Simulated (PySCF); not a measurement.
H₂Si₂, SMILES [SiH2]=[Si] (connectivity only; charge and spin as stated), neutral, multiplicity 1. Heavy atoms are numbered as in [SiH2:1]=[Si:2]. Hydrogens are named by the atom that carries them.

The structure is a stationary point at r2SCAN-D4/def2-TZVP. The isomer is the one that the SMILES or the coordinates give; other isomers of the formula were not compared.

Calculation: PBE0/pcSseg-2 run with PySCF.

GIAO shieldings, no solvent; atoms alike by connectivity are averaged. δ = σ(ref) − σ: ²⁹Si against TMS (σ = 341.9 ppm); ¹H against TMS (σ = 31.54 ppm), references at their B3LYP-D3(BJ)/def2-TZVP geometries, non-relativistic.

**Question.** Estimate the chemical shifts. (Estimate from the structure and the level; the computed values follow.)

**Answer.** 
```json
[
 {"nucleus": "²⁹Si", "atoms": "Si2", "count": "1", "δ (ppm)": "2384.0"},
 {"nucleus": "²⁹Si", "atoms": "Si1 (SiH2)", "count": "1", "δ (ppm)": "237.0"},
 {"nucleus": "¹H", "atoms": "H on Si1", "count": "2", "δ (ppm)": "10.11"}
]
```
